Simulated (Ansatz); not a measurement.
## Abstraction of F: GeH2F2 + SnH3 → GeH2F + SnH3F

Species: GeH2F2 (difluorogermane) `[F][GeH2][F]`, singlet; SnH3 `[SnH3]`, doublet; GeH2F `[F][GeH2]`, doublet; SnH3F `[F][SnH3]`, singlet. A radical takes F: the energy is the difference in strength between the Ge–F bond broken and the Sn–F bond made.

Shapes, held fixed at every level: PBE0-D4/def2-TZVP. Programs: Ansatz 0.2.0. The zero-point and thermal change to 298 K, harmonic and unscaled (PBE0-D4/def2-TZVP), is -0.8 kJ/mol.

| level | kind | ΔH(298 K) (kJ/mol) | less CCSD(T)/def2-TZVPP |
| --- | --- | --- | --- |
| HF/def2-SVP | Hartree–Fock | +72.9 | +5.0 |
| SPW92/def2-TZVPP | LDA | +59.6 | -8.3 |
| B3LYP-D4/def2-TZVPP | global hybrid | +52.7 | -15.2 |
| BHLYP-D4/def2-TZVPP | global hybrid | +59.2 | -8.7 |
| r2SCAN0-D4/def2-TZVPP | global hybrid | +62.0 | -5.9 |
| B2PLYP/def2-TZVPP | double hybrid | +58.4 | -9.5 |
| CCSD(T)/def2-SVP | coupled cluster or CI | +76.2 | +8.3 |
| CCSD(T)/def2-TZVPP | coupled cluster or CI | +67.9 | 0.0 |

The highest level, CCSD(T)/def2-TZVPP, gives ΔH(298 K) = +67.9 kJ/mol; the levels span +52.7 to +76.2. The column of differences is taken from that level and isn't an error. No measured value is set beside it here. Open shells run unrestricted unless RO is named. For atoms past krypton def2 sets carry core potentials with scalar relativity. Relativity is left out for Ge unless named. Correlated rows may include outer-core shells of Ge, Sn, which these sets cover unevenly.
